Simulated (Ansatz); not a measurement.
This geometry of BCl2H2N + H2O (9 atoms, charge 0, multiplicity 1) is a first-order saddle point.

These are results of RKS PBE-D4/def2-SVP in Ansatz, not measurements.

```xyz
9
Properties=species:S:1:pos:R:3
B -0.093 0.272 0.246
N -0.060 0.055 1.783
H -0.740 -0.626 2.138
H 0.868 -0.148 2.172
Cl 1.502 0.062 -0.593
Cl -1.545 -0.532 -0.551
O -0.425 1.833 0.425
H -1.329 2.003 0.087
H -0.435 1.398 1.501
```

Question: Which two structures does it join? (They come from a converged band through this point; their orientation in space is the band's.)

Answer: Bonds broken: O7–H9. Bonds formed: B1–O7, N2–H9. BCl2H2N + H2O becomes BCl2H4NO.

First end point:

```xyz
9
Properties=species:S:1:pos:R:3
B 0.068 -0.301 0.265
N 0.073 -0.343 1.671
H -0.745 -0.623 2.211
H 0.937 -0.259 2.208
Cl 1.561 -0.045 -0.639
Cl -1.463 -0.599 -0.597
O -0.684 2.507 0.625
H -1.448 2.142 0.140
H -0.559 1.837 1.325
```

Last end point:

```xyz
9
Properties=species:S:1:pos:R:3
B -0.317 0.529 0.237
N 0.014 0.137 1.786
H -0.864 0.000 2.309
H 0.560 -0.735 1.814
Cl 1.369 0.609 -0.576
Cl -1.303 -0.933 -0.396
O -1.012 1.745 0.342
H -1.268 2.073 -0.536
H 0.563 0.890 2.229
```

Question: How far does it lie above each of them?

Answer: 0.221 eV above the first and 1.115 eV above the second. This is the barrier of this one path; another mechanism may lie lower. The orbitals stay closed-shell, which can raise the energy where a bond breaks towards radicals; this wasn't checked here.

Time of the run: 2.4 min on 2 threads of Arm Neoverse V1, with other jobs on the host, peak memory 0.14 GiB.
